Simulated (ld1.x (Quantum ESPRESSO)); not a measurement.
**Before and after: PAW potential for Lu (Z = 71)**

| Item | Value |
| --- | --- |
| Element | Lu (Z = 71) |
| Generator | ld1.x (Quantum ESPRESSO) 7.5 |
| Type | PAW |
| Functional | PBE |
| Relativity | scalar-relativistic |
| Frozen core | [Xe] |
| Valence charge | 17 |
| Reference configuration | 4f14 5d1 6s2 6p0 |
| Partial waves | 6s (bound): rcut 2.85, rcutus 3.55 bohr; 6s channel at 0.05 Ry: rcut 2.85, rcutus 3.55 bohr; 6p (bound, empty): rcut 3.25, rcutus 3.50 bohr; 6p channel at 1.75 Ry: rcut 3.25, rcutus 3.50 bohr; 5d (bound): rcut 2.70, rcutus 3.15 bohr; 5d channel at 0.25 Ry: rcut 2.70, rcutus 3.15 bohr; 4f (bound): rcut 0.50, rcutus 0.60 bohr; 4f channel at 0.45 Ry: rcut 0.50, rcutus 0.60 bohr |
| Local potential | all-electron potential smoothed inside 3.45 bohr (lloc = -1) |
| Core correction | a·sin(br)/r model core, default radius (ld1.x builds one for every PAW set, though the input has nlcc=.false.) |
| Augmentation charge | PSQ, inside the norm-conserving radii |

All-electron outer shells of the reference configuration (PBE, scalar-relativistic, ld1.x):

```csv
shell,level (eV),outermost node (bohr),outermost maximum (bohr)
5s,-61.06,0.57,1.04
5p,-31.66,0.61,1.19
4f,-9.62,–,0.47
6s,-4.66,1.41,3.08
5d,-1.75,0.68,1.84
6p,-1.34,1.73,4.26
```

Change: functional Wu–Cohen.

Cutoffs: the cutoffs (Ry, on a coarse ladder) from which the occupation-weighted sum of valence levels, in a spherical-Bessel basis at the reference potential, stays within 10 and 1 mRy of its value at 400 Ry; they do not see the model core or the augmentation charge, which bear on the density cutoff. Errors are all-electron minus pseudo energies relative to the spin-unpolarised reference configuration.

Task: How do hardness, ghosts and transferability respond?

Result: Of the 6 tests that both files solve, the error grows in 4 and shrinks in 1 by more than 15 % and 0.3 meV (median size 3.4 → 7.1 meV); neither file shows a bound ghost at the reference potential, the only one tested.

```csv
quantity,base,changed
"cutoff, loose",over 300 Ry,over 300 Ry
"cutoff, tight",over 300 Ry,over 300 Ry
bound ghosts,none,none
"tests counted (converged, no solver errors)",6 of 7,6 of 7
"error for 4f14 5d1 6s1 6p0, meV [ΔE 7.37 → 7.39 eV]",-3.0,+1.0
"error for 4f14 5d1 6s0 6p0, meV [ΔE 20.64 → 20.55 eV]",-13,-30
"error for 4f14 5d1 6s0 6p2, meV [ΔE 7.03 → 7.10 eV]",-5.3,-10
"error for 4f14 5d1 6s1 6p1, meV [ΔE 3.42 → 3.47 eV]",-0.8,-1.7
"error for 4f14 5d1.5 6s1.5 6p0, meV [ΔE 1.48 → 1.49 eV]",-3.8,-4.0
"error for 4f14 5d2 6s0 6p0, meV [ΔE 9.89 → 9.87 eV]",-0.7,-20
s: phases at 3.83 bohr within 0.05 rad from the reference energy up to (Ry; the scan ends near 5),1.5,1.5
p: phases at 3.83 bohr within 0.05 rad from the reference energy up to (Ry; the scan ends near 5),n/a,2.6
d: phases at 3.83 bohr within 0.05 rad from the reference energy up to (Ry; the scan ends near 5),4.1,4.1
f: phases at 3.83 bohr within 0.05 rad from the reference energy up to (Ry; the scan ends near 5),2.9,2.9
lowest overlap eigenvalue by channel,"s 0.37, p 0.66, d 1.00, f 1.00","s 0.36, p 0.65, d 1.00, f 1.00"
```

Base: Tests not counted: 4f14 5d0 6s0 6p0 (solver errors, printed error -3459 eV). Changed file: Tests not counted: 4f14 5d0 6s0 6p0 (solver errors, printed error -3461 eV).
